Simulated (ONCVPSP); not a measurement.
# Configuration tests for gold (Au) (ONCV)

* Element: Au (Z = 79)
* Generator: ONCVPSP 4.0.1
* Type: optimised norm-conserving Vanderbilt (ONCV)
* Functional: PW91
* Relativity: scalar-relativistic
* Frozen core: [Kr] 4d10 4f14
* Valence charge: 19
* Reference configuration: 5s2 5p6 5d10 6s1
* Partial waves: 5s+6s: rc 1.50 bohr, ncon 3, nbas 8, qcut 9.4 1/bohr, 3 projectors, debl 1 Ha; 5p: rc 1.65 bohr, ncon 3, nbas 6, qcut 9 1/bohr, 2 projectors, debl 0.55 Ha; 5d: rc 2.30 bohr, ncon 4, nbas 8, qcut 8.3 1/bohr, 2 projectors, debl 2.2 Ha
* Local potential: polynomial inside 1.10 bohr (lpopt 3, dvloc0 3 Ha)
* Core correction: polynomial model core, fcfact 0.15

In the p channel the program set the typed energies aside and used -2.200, 0.250 Ha.

Energies are relative to the spin-unpolarised reference configuration 5s2 5p6 5d10 6s1; without spin polarisation the order of configurations can differ from experiment.

```
valence configuration  charge  ΔE all-electron (eV)  error AE − PS (meV)
      5s2 5p6 5d9 6s0      +2                30.777                 -6.8
      5s2 5p6 5d8 6s0      +3                64.735                 -9.9
      5s2 5p6 5d7 6s0      +4               112.530                 -8.8
```

What are ΔE and the potential's error for 5s2 5p6 5d10 6s0?

ΔE = 9.490 eV all-electron; the error (AE − PS) is -4.2 meV.

Levels in the configuration 5s2 5p6 5d10 6s0:

```tsv
level	all-electron (eV)	pseudo (eV)
5s	-117.010	-117.037
5p	-68.438	-68.449
5d	-15.404	-15.404
```
